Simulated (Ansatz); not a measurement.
A set of 12 reactions (ligand exchange), with CCSD(T)/CBS values in kJ/mol:

| reaction | ΔE |
| --- | --- |
| `O[Si](O)(O)[O][Ti]([Cl])([Cl])[Cl]` + `C=CS` → `C=CS[Si](O)(O)O` + `[OH][Ti]([Cl])([Cl])[Cl]` | 84.7 |
| `O[Si](O)(O)[O][Ti]([Cl])([Cl])[Cl]` + H₂S → `O[Si](O)(O)S` + `[OH][Ti]([Cl])([Cl])[Cl]` | 83.4 |
| `CO[SiH2][SiH2]O` + HCl → `CO[SiH2][SiH2]Cl` + H₂O | -15.3 |
| `CO[SiH2][SiH2]O` + `NC=O` → `O=CN[SiH2]O` + `CO[SiH3]` | -89.0 |
| `CO[SiH2][SiH2]O` + HCl → `O[SiH2][SiH2]Cl` + CH₃OH | -10.0 |
| `O[Si](O)(O)[O][Ti]([Cl])([Cl])[Cl]` + HBr → `[Cl][Ti]([Cl])([Cl])[Br]` + `O[Si](O)(O)O` | 1.9 |
| `[F][Ge]([F])([SeH])[SeH]` + HCl → `[F][Ge]([F])([Cl])[SeH]` + H₂Se | -5.3 |
| `CO[SiH2][SiH2]O` + H₂Te → `O[SiH2][TeH]` + `CO[SiH3]` | -77.5 |
| `O[SiH2]N[SiH3]` + HBr → `[SiH3]N[SiH2]Br` + H₂O | -2.6 |
| `O[SiH2]N[SiH3]` + `O[SiH3]` → `[SiH3]N[SiH2]O[SiH3]` + H₂O | -23.0 |
| `[F][Ge]([F])([SeH])[SeH]` + H–F → `[F][Ge]([F])([F])[SeH]` + H₂Se | 5.4 |
| `O[Si](O)(O)[O][Ti]([Cl])([Cl])[Cl]` + H₂Se → `O[Si](O)(O)[SeH]` + `[OH][Ti]([Cl])([Cl])[Cl]` | 82.3 |

Program: Ansatz. Geometries: PBE0-D4/def2-TZVP. ΔE: electronic, gas phase. CBS: MP2 limit from def2 TZ/QZ plus the TZ coupled-cluster correction, frozen cores. This one scheme is used for every species. DFT in def2-TZVPP. B3LYP here is the variant with VWN-RPA as its local correlation; programs differ in this. def2 core potentials past Kr. For Br, Ge, Se, Te, Ti outer-core shells are correlated without core-valence functions, which leaves a few kJ/mol of doubt a bond. Scalar relativity is left out up to krypton. One conformer a species, not always the lowest.

Question: Give the mean, mean absolute and largest difference (level minus CCSD(T)/CBS, kJ/mol) for: r2SCAN-D4, ωB97M-V, B2PLYP, PBE, PBE0, B3LYP, HF/def2-TZVPP, MP2/def2-TZVPP, SCS-MP2/def2-TZVPP, CCSD(T)/def2-TZVPP, HF/def2-QZVPP, MP2/def2-QZVPP, SCS-MP2/def2-QZVPP, HF/CBS(def2). (Estimate.)

Answer: The calculation gave: 
```json
{"level": "r2SCAN-D4", "mean": "0.2", "mean absolute": "4.6", "largest": "9.0"}
{"level": "ωB97M-V", "mean": "0.1", "mean absolute": "4.2", "largest": "9.7"}
{"level": "B2PLYP", "mean": "0.9", "mean absolute": "4.3", "largest": "-11.3"}
{"level": "PBE", "mean": "-1.7", "mean absolute": "10.3", "largest": "26.6"}
{"level": "PBE0", "mean": "-1.7", "mean absolute": "7.5", "largest": "18.6"}
{"level": "B3LYP", "mean": "1.8", "mean absolute": "6.0", "largest": "-13.3"}
{"level": "HF/def2-TZVPP", "mean": "2.8", "mean absolute": "13.2", "largest": "-28.1"}
{"level": "MP2/def2-TZVPP", "mean": "-1.1", "mean absolute": "3.3", "largest": "-9.9"}
{"level": "SCS-MP2/def2-TZVPP", "mean": "0.7", "mean absolute": "5.4", "largest": "-10.3"}
{"level": "CCSD(T)/def2-TZVPP", "mean": "3.4", "mean absolute": "5.5", "largest": "-8.5"}
{"level": "HF/def2-QZVPP", "mean": "2.7", "mean absolute": "14.1", "largest": "-31.2"}
{"level": "MP2/def2-QZVPP", "mean": "-3.1", "mean absolute": "3.8", "largest": "-14.9"}
{"level": "SCS-MP2/def2-QZVPP", "mean": "-1.3", "mean absolute": "4.1", "largest": "-8.7"}
{"level": "HF/CBS(def2)", "mean": "2.6", "mean absolute": "14.2", "largest": "-31.7"}
```

The largest T1 diagnostic in the set is 0.024, for `[OH][Ti]([Cl])([Cl])[Cl]` (customary mark 0.02).

CCSD(T)/CBS is a level of theory with its own doubt, and the functionals carry their triple-zeta basis error, so these figures describe this set and don't rank the functionals.
